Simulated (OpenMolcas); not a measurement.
Computed levels of 5d⁶ in ions with 74 electrons, in cm-1 above ⁵D₄.

```json
{"Program": "OpenMolcas 26.06", "Method": "RASSCF", "Basis": "ANO-RCC-VTZP", "Scalar Hamiltonian": "DKH2, point nucleus", "Spin-orbit coupling": "RASSI with atomic mean-field integrals over the reference wave functions, term energies averaged over their components"}
```

Active space for each ion: 12 electrons in 8 orbitals (RAS1 5p, at most 2 holes; RAS2 5d).

| Level | Os2+ | Ir3+ | Au5+ |
| --- | --- | --- | --- |
| ⁵D₃ | 4542 | 6048 | 9934 |
| ⁵D₁ | 7061 | 9023 | 13722 |
| ⁵D₀ | 7456 | 9368 | 13511 |
| ³H₅ | 19320 | 21968 | 43396 |
| ³H₆ | 19430 | 22216 | 27934 |
| ³F₂(1) | 22464 | 25693 | 32315 |
| ³G₅ | 27591 | 32514 | 27392 |
| ³G₄ | 27964 | 32418 | 41717 |
| ³D₂ | 28776 | 32896 | 41440 |

Q: Estimate ⁵D₀, ³H₅, ³H₆ for Pt4+ from its neighbours Ir3+ and Au5+.

A: ⁵D₀ is fine structure, which grows about as the fourth power of a screened charge, so the fourth roots are averaged: ((9368^0.25 + 13511^0.25) / 2)^4 = 11298. The calculation gives 11295, so the estimate is off by 0 %.
³H₅ is another term, which grows about linearly with the charge: (21968 + 43396) / 2 = 32682. The calculation gives 24572, so the estimate is off by +33.0 %.
³H₆ is another term, which grows about linearly with the charge: (22216 + 27934) / 2 = 25075. The calculation gives 24958, so the estimate is off by +0.5 %.

Mixed levels, with the weight of the term that names them: Os2+ ³H₅ (55 %), Os2+ ³G₅ (55 %), Os2+ ³G₄ (70 %), Os2+ ³D₂ (73 %), Ir3+ ³H₅ (52 %), Ir3+ ³G₅ (52 %), Ir3+ ³G₄ (67 %), Ir3+ ³D₂ (70 %), Pt4+ ³H₅ (50 %), Pt4+ ³F₂(1) (71 %), Pt4+ ³G₅ (50 %), Pt4+ ³G₄ (64 %), Pt4+ ³D₂ (67 %), Au5+ ⁵D₀ (69 %), Au5+ ³H₅ (52 %), Au5+ ³F₂(1) (65 %), Au5+ ³G₅ (52 %), Au5+ ³G₄ (58 %), Au5+ ³D₂ (64 %).

Without dynamic correlation excited terms often stand tens of per cent too high (terms of higher spin than the ground term too low), and those without a measured partner can miss by more than the paired ones. Active for correlation alone: 5p; no level in the range computed is led by a configuration that opens it, so any true level of that kind is missing. Only configurations of the active space appear.

A number in round brackets counts repeated terms of one configuration in the order of the reference energies.
